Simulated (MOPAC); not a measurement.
MOPAC input (MNDO):

```
MNDO 1SCF GEO-OK AUX(PRECISION=9) THREADS=1
C3H7F

C     1.59719000 1    0.19850800 1    0.10445900 1
C     0.46338900 1   -0.77883000 1   -0.19216200 1
C    -0.87644900 1   -0.31779300 1    0.33616100 1
F    -1.25734100 1    0.87869400 1   -0.28533300 1
H     1.39387400 1    1.17385600 1   -0.33824800 1
H     1.72301400 1    0.33829500 1    1.18087600 1
H     2.54353300 1   -0.16490300 1   -0.29847000 1
H     0.37565500 1   -0.94347200 1   -1.26960800 1
H     0.67488600 1   -1.75442200 1    0.25804700 1
H    -0.83724600 1   -0.12031800 1    1.41107300 1
H    -1.66243200 1   -1.04858800 1    0.13357300 1
```

Output:

```
 *******************************************************************************
 **                                                                           **
 **                              MOPAC v23.2.5                                **
 **                                                                           **
 *******************************************************************************
 ** MOPAC's Digital Object Identifier: https://doi.org/10.5281/zenodo.6511958 **
 **                                                                           **
 ** Please cite the open-source release paper for use of this MOPAC version:  **
 ** J. E. Moussa and J. J. P. Stewart (2026)                                  **
 ** MOPAC: An open-source semiempirical molecular orbital program             **
 ** J. Open Source Softw., 11(119), 8025, https://doi.org/10.21105/joss.08025 **
 *******************************************************************************

                              MNDO CALCULATION RESULTS

 *******************************************************************************
 *  MNDO       - The MNDO Hamiltonian to be used
 *  GEO-OK     - OVERRIDE INTERATOMIC DISTANCE AND OTHER SAFETY CHECKS
 *  1SCF       - DO 1 SCF AND THEN STOP
 *  AUX        - OUTPUT AUXILIARY INFORMATION
 *******************************************************************************
MNDO 1SCF GEO-OK AUX(PRECISION=9) THREADS=1
 C3H7F

   ATOM   CHEMICAL          X               Y               Z
  NUMBER   SYMBOL      (ANGSTROMS)     (ANGSTROMS)     (ANGSTROMS)

     1       C          1.59719000  *   0.19850800  *   0.10445900  *
     2       C          0.46338900  *  -0.77883000  *  -0.19216200  *
     3       C         -0.87644900  *  -0.31779300  *   0.33616100  *
     4       F         -1.25734100  *   0.87869400  *  -0.28533300  *
     5       H          1.39387400  *   1.17385600  *  -0.33824800  *
     6       H          1.72301400  *   0.33829500  *   1.18087600  *
     7       H          2.54353300  *  -0.16490300  *  -0.29847000  *
     8       H          0.37565500  *  -0.94347200  *  -1.26960800  *
     9       H          0.67488600  *  -1.75442200  *   0.25804700  *
    10       H         -0.83724600  *  -0.12031800  *   1.41107300  *
    11       H         -1.66243200  *  -1.04858800  *   0.13357300  *

          CARTESIAN COORDINATES

    NO.       ATOM           X           Y           Z

     1         C          1.5972      0.1985      0.1045
     2         C          0.4634     -0.7788     -0.1922
     3         C         -0.8764     -0.3178      0.3362
     4         F         -1.2573      0.8787     -0.2853
     5         H          1.3939      1.1739     -0.3382
     6         H          1.7230      0.3383      1.1809
     7         H          2.5435     -0.1649     -0.2985
     8         H          0.3757     -0.9435     -1.2696
     9         H          0.6749     -1.7544      0.2580
    10         H         -0.8372     -0.1203      1.4111
    11         H         -1.6624     -1.0486      0.1336

  H: (MNDO): M.J.S. DEWAR, W. THIEL, J. AM. CHEM. SOC., 99, 4899, (1977)
  C: (MNDO): M.J.S. DEWAR, W. THIEL, J. AM. CHEM. SOC., 99, 4899, (1977)
  F: (MNDO): M.J.S. DEWAR, H.S. RZEPA, J. AM. CHEM. SOC., 100, 777, (1978)

           Empirical Formula: C3 H7 F  =    11 atoms

      MOLECULAR POINT GROUP   :   C1

      RHF CALCULATION, NO. OF DOUBLY OCCUPIED LEVELS = 13

 -------------------------------------------------------------------------------
 MNDO 1SCF GEO-OK AUX(PRECISION=9) THREADS=1
 C3H7F

     1SCF WAS SPECIFIED, SO BFGS WAS NOT USED
     SCF FIELD WAS ACHIEVED

                              MNDO CALCULATION
                                                       MOPAC v23.2.5 Linux

          FINAL HEAT OF FORMATION =        -65.00337 KCAL/MOL =    -271.97410 KJ/MOL

          COSMO AREA              =        103.22 SQUARE ANGSTROMS
          COSMO VOLUME            =         87.56 CUBIC ANGSTROMS

          IONIZATION POTENTIAL    =         12.604495 EV
          HOMO LUMO ENERGIES (EV) =        -12.604  3.167
          NO. OF FILLED LEVELS    =         13
          MOLECULAR WEIGHT        =         62.0867         POINT GROUP:  C1

          MOLECULAR DIMENSIONS (Angstroms)

            Atom       Atom       Distance
            H    11    H     7     4.31946
            H     9    F     4     3.04992
            H     8    H     6     2.74844

          SCF CALCULATIONS        =          1

   ATOM   CHEMICAL          X               Y               Z
  NUMBER   SYMBOL      (ANGSTROMS)     (ANGSTROMS)     (ANGSTROMS)

     1       C          1.59719000  *   0.19850800  *   0.10445900  *
     2       C          0.46338900  *  -0.77883000  *  -0.19216200  *
     3       C         -0.87644900  *  -0.31779300  *   0.33616100  *
     4       F         -1.25734100  *   0.87869400  *  -0.28533300  *
     5       H          1.39387400  *   1.17385600  *  -0.33824800  *
     6       H          1.72301400  *   0.33829500  *   1.18087600  *
     7       H          2.54353300  *  -0.16490300  *  -0.29847000  *
     8       H          0.37565500  *  -0.94347200  *  -1.26960800  *
     9       H          0.67488600  *  -1.75442200  *   0.25804700  *
    10       H         -0.83724600  *  -0.12031800  *   1.41107300  *
    11       H         -1.66243200  *  -1.04858800  *   0.13357300  *

                             CARTESIAN COORDINATES

   1    C        1.597190000     0.198508000     0.104459000
   2    C        0.463389000    -0.778830000    -0.192162000
   3    C       -0.876449000    -0.317793000     0.336161000
   4    F       -1.257341000     0.878694000    -0.285333000
   5    H        1.393874000     1.173856000    -0.338248000
   6    H        1.723014000     0.338295000     1.180876000
   7    H        2.543533000    -0.164903000    -0.298470000
   8    H        0.375655000    -0.943472000    -1.269608000
   9    H        0.674886000    -1.754422000     0.258047000
  10    H       -0.837246000    -0.120318000     1.411073000
  11    H       -1.662432000    -1.048588000     0.133573000

           Empirical Formula: C3 H7 F  =    11 atoms

      MOLECULAR POINT GROUP   :   C1

                  EIGENVALUES
 -45.48363 -36.46606 -28.43437 -22.92707 -17.31388 -17.13324 -16.31199 -15.20999
 -14.42751 -13.76936 -13.06246 -12.70539 -12.60450   3.16701   3.37638   3.46660
   4.02624   4.27500   4.38215   4.66477   4.80513   5.36707   5.77193

              NET ATOMIC CHARGES AND DIPOLE CONTRIBUTIONS

  ATOM NO.   TYPE          CHARGE      No. of ELECS.   s-Pop       p-Pop
    1          C           0.031284        3.9687     1.21133     2.75739
    2          C          -0.058081        4.0581     1.21231     2.84577
    3          C           0.229208        3.7708     1.20670     2.56410
    4          F          -0.268430        7.2684     1.90371     5.36472
    5          H           0.009540        0.9905     0.99046
    6          H          -0.005137        1.0051     1.00514
    7          H          -0.000714        1.0007     1.00071
    8          H           0.024212        0.9758     0.97579
    9          H           0.015444        0.9846     0.98456
   10          H           0.010726        0.9893     0.98927
   11          H           0.011948        0.9881     0.98805
 DIPOLE           X         Y         Z       TOTAL
 POINT-CHG.     0.735    -1.496     0.716     1.814
 HYBRID        -0.004    -0.212     0.084     0.228
 SUM            0.731    -1.708     0.800     2.023

          ATOMIC ORBITAL ELECTRON POPULATIONS

     Atom    s        px        py        pz
    1  C   1.21133   0.91222   0.92341   0.92175
    2  C   1.21231   0.94118   0.95231   0.95229
    3  C   1.20670   0.91966   0.75855   0.88589
    4  F   1.90371   1.93732   1.55810   1.86929
    5  H   0.99046
    6  H   1.00514
    7  H   1.00071
    8  H   0.97579
    9  H   0.98456
   10  H   0.98927
   11  H   0.98805

 **********************
 *                    *
 * JOB ENDED NORMALLY *
 *                    *
 **********************

 == MOPAC DONE ==
```

The geometry given is a B3LYP-D3(BJ)/def2-TZVP minimum.
